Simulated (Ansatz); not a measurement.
Relaxation of FH9Si3 (13 atoms, charge 0, multiplicity 1), to a largest force component of 0.03 eV/Å in at most 50 steps.

Theory: RKS PBE-D4/def2-SVP in Ansatz.

```xyz
13
Properties=species:S:1:pos:R:3:forces:R:3
Si -1.092 0.067 0.408 -0.71 0.89 -0.14
Si 0.194 -1.774 0.632 0.64 -0.90 0.12
H -2.489 -0.413 0.097 0.00 -0.01 0.00
H -1.156 0.836 1.698 0.00 0.00 0.00
Si -0.270 1.372 -1.378 -0.01 0.00 0.01
H 1.851 0.362 0.925 0.33 -1.20 -0.03
F 1.593 1.246 0.951 -0.28 1.21 0.05
H -0.206 -2.686 1.761 0.00 -0.01 0.01
H 0.237 -2.571 -0.645 -0.01 0.00 -0.01
H 1.634 -1.372 0.909 0.01 0.00 0.00
H 1.021 0.792 -1.891 0.01 0.00 0.00
H -0.058 2.796 -0.954 0.01 0.00 -0.01
H -1.260 1.345 -2.515 0.00 0.00 0.00
```

Task: Where does it end, and by what steps?

Result: The forces met the threshold. After 11 steps the energy has fallen by 0.069 eV; H13 moved furthest, 0.08 Å.

| step | energy less start (eV) | largest force component (eV/Å) | accepted |
| --- | --- | --- | --- |
| 0 | 0.0000 | 1.211 | yes |
| 1 | -0.0074 | 1.876 | yes |
| 2 | 0.0240 | 2.347 | no |
| 3 | -0.0362 | 1.576 | yes |
| 4 | -0.0646 | 0.157 | yes |
| 5 | -0.0332 | 0.378 | no |
| 6 | -0.0673 | 0.072 | yes |
| 7 | -0.0681 | 0.055 | yes |
| 8 | -0.0665 | 0.079 | no |
| 9 | -0.0684 | 0.047 | yes |
| 10 | -0.0684 | 0.046 | no |
| 11 | -0.0688 | 0.028 | yes |

```xyz
13
Properties=species:S:1:pos:R:3
Si -1.139 0.096 0.391
Si 0.229 -1.801 0.653
H -2.524 -0.410 0.071
H -1.208 0.854 1.687
Si -0.281 1.394 -1.383
H 1.806 0.304 0.928
F 1.641 1.234 0.914
H -0.166 -2.707 1.787
H 0.298 -2.595 -0.623
H 1.658 -1.362 0.942
H 0.982 0.773 -1.915
H -0.013 2.803 -0.942
H -1.283 1.418 -2.509
```

Whether the end is a true minimum wasn't checked by a vibrational analysis.

The run took 15 s on 2 threads of Intel(R) Xeon(R) 6975P-C (Granite Rapids), on a shared host, peak memory 0.17 GiB.
